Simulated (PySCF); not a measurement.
C3H7NSi, SMILES NC=C=C[SiH3].

The structure is a stationary point at PBE0-D3(BJ)/def2-SVP. The structure was generated by enumeration; whether it is a known compound was not checked. Other conformers were not sampled.

Two levels are set side by side: PBE/def2-TZVP (PySCF) and PBE0/def2-TZVP (PySCF). Same geometry, gas phase. Differences are taken from unrounded values.

```json
[
 {"quantity": "orbital gap (eV)", "PBE0": "5.58", "PBE": "3.48", "PBE minus PBE0": "-2.10"},
 {"quantity": "highest occupied level (eV)", "PBE0": "-5.96", "PBE": "-4.82", "PBE minus PBE0": "1.15"},
 {"quantity": "lowest empty level (eV)", "PBE0": "-0.38", "PBE": "-1.34", "PBE minus PBE0": "-0.96"},
 {"quantity": "dipole moment (D)", "PBE0": "2.15", "PBE": "2.20", "PBE minus PBE0": "0.06"},
 {"quantity": "mean polarisability (bohr³)", "PBE0": "77.8", "PBE": "80.6", "PBE minus PBE0": "2.8"}
]
```

PBE's occupied levels lie high since its potential decays too fast outside the molecule; exact exchange lowers them and widens the gap. Loosely held outer electrons make PBE densities more polarisable. Differences between two approximate levels are no errors against the true value.

Rough cost on one machine, each run with all the roots and properties that it gave: PBE0 against PBE within a factor of 2.
